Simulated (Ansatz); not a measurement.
`B[Se][SiH2][SiH3]` + `[NH2][AlH2]` → `[AlH2][NH][SiH2][SiH3]` + `B[SeH]`  (ligand exchange at the Si–Se bond)

Computed with Ansatz on PBE0-D4/def2-TZVP structures; ΔE is electronic, products minus reactants. CCSD(T)/CBS is the MP2 limit (def2-TZVPP, def2-QZVPP) plus CCSD(T) − MP2 in def2-TZVPP, frozen cores. This one scheme is used for every species. Functionals use def2-TZVPP. B3LYP here is the variant with VWN-RPA as its local correlation; programs differ in this. For Se outer-core shells are correlated without core-valence functions, which leaves a few kJ/mol of doubt a bond. Scalar relativity is left out up to krypton. One conformer a species, not always the lowest.

```tsv
level	ΔE (kJ/mol)	difference from CCSD(T)/CBS
PBE-D4	17.6	4.8
r2SCAN-D4	12.0	-0.8
PBE0-D4	16.3	3.5
B3LYP-D4	9.4	-3.4
ωB97X-V	9.1	-3.7
ωB97M-V	9.6	-3.2
B2PLYP	7.4	-5.4
PBE	15.7	2.9
r2SCAN	11.8	-1.0
PBE0	14.6	1.8
B3LYP	6.2	-6.6
HF/def2-TZVPP	0.6	-12.2
MP2/def2-TZVPP	12.3	-0.5
SCS-MP2/def2-TZVPP	7.4	-5.4
CCSD/def2-TZVPP	5.7	-7.1
CCSD(T)/def2-TZVPP	7.4	-5.4
HF/def2-QZVPP	-0.4	-13.2
MP2/def2-QZVPP	15.1	2.3
SCS-MP2/def2-QZVPP	10.0	-2.8
HF/CBS(def2)	-0.6	-13.4
MP2/CBS(def2)	17.7	4.9
CCSD/CBS(def2)	11.2	-1.6
CCSD(T)/CBS	12.8	0
```

Largest T1 diagnostic among the species: 0.014.

The D4 term adds +3.2 kJ/mol with B3LYP and +1.7 kJ/mol with PBE0; it sums over pairs of atoms, weighted by their polarisabilities, and B3LYP, whose exchange is more repulsive, gets the larger term. In def2-TZVPP, CCSD(T) changes the Hartree–Fock value by +6.8 kJ/mol (the triples alone add +1.7 kJ/mol) and MP2 by +11.7 kJ/mol.
